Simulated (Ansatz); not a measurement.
Geometry optimisation, RKS LDA/def2-SVP (Ansatz 0.2.0).

input.yaml

```yaml
crystal:
  periodic: [false, false, false]
  atoms:
    - { symbol: "N", position_ang: [0.8312, -1.5905, -1.6313] }
    - { symbol: C, position_ang: [0.3449, -0.8659, -0.4429] }
    - { symbol: O, position_ang: [-0.3902, -1.7353, 0.4176] }
    - { symbol: C, position_ang: [1.3632, 0.0753, 0.2167] }
    - { symbol: Si, position_ang: [-0.216, 0.8855, -0.5815] }
    - { symbol: Si, position_ang: [-1.6311, 1.7271, 0.9931] }
    - { symbol: H, position_ang: [1.5362, -2.2234, -1.4244] }
    - { symbol: H, position_ang: [0.0466, -2.068, -2.0357] }
    - { symbol: H, position_ang: [0.2663, -2.2678, 0.9852] }
    - { symbol: H, position_ang: [2.2173, 0.3246, -0.2517] }
    - { symbol: H, position_ang: [1.3039, 0.1156, 1.3208] }
    - { symbol: H, position_ang: [0.2909, 1.7683, -1.6553] }
    - { symbol: H, position_ang: [-2.9083, 2.2975, 0.3502] }
    - { symbol: H, position_ang: [-2.0848, 0.703, 2.0075] }
    - { symbol: H, position_ang: [-0.9918, 2.8034, 1.761] }
basis:
  gaussian: { orbitals: def2-SVP }
hamiltonian:
  xc: lda
relax:
  f_tol: 0.015
  max_steps: 40
```

Command:

```bash
$ ansatz run input.yaml --threads 2 --pin off --max-ram 3072MiB --backend cpu --events-out ev --progress --plain --runs-dir out
```

Where does it end, and by what steps?

It converged. After 25 steps the energy has fallen by 0.743 eV; H13 moved furthest, 1.31 Å.

```
step  energy less start (eV)  largest force component (eV/Å)  accepted
   0                  0.0000                           5.189       yes
   1                 -0.6150                           1.532       yes
   2                 -0.6981                           0.241       yes
   3                 -0.6845                           0.427        no
   4                 -0.7165                           0.093       yes
   5                 -0.7198                           0.121       yes
   6                 -0.7223                           0.048       yes
   7                 -0.7232                           0.100       yes
   8                 -0.7251                           0.108       yes
   9                 -0.7251                           0.089       yes
  10                 -0.7270                           0.049       yes
  11                 -0.7275                           0.033       yes
  12                 -0.7285                           0.032       yes
  13                 -0.7292                           0.103       yes
  14                 -0.7304                           0.061       yes
  15                 -0.7318                           0.026       yes
  16                 -0.7337                           0.087       yes
  17                 -0.7337                           0.203       yes
  18                 -0.7372                           0.064       yes
  19                 -0.7381                           0.036       yes
  20                 -0.7397                           0.050       yes
  21                 -0.7412                           0.065       yes
  22                 -0.7421                           0.061       yes
  23                 -0.7427                           0.031       yes
  24                 -0.7429                           0.022       yes
  25                 -0.7430                           0.010       yes
```

```xyz
15
Properties=species:S:1:pos:R:3
N 0.757 -1.462 -1.629
C 0.329 -0.779 -0.483
O -0.667 -1.355 0.326
C 1.411 -0.075 0.300
Si 0.136 1.102 -0.452
Si -1.572 1.623 1.006
H 1.297 -2.315 -1.410
H -0.024 -1.702 -2.252
H -0.225 -1.969 0.953
H 2.413 -0.068 -0.165
H 1.407 -0.202 1.400
H 0.588 1.938 -1.612
H -2.869 1.008 0.553
H -1.219 1.091 2.370
H -1.781 3.113 1.124
```

Time of the run: 100 s on 2 threads of Arm Neoverse N1 (shared host), peak memory 0.18 GiB.
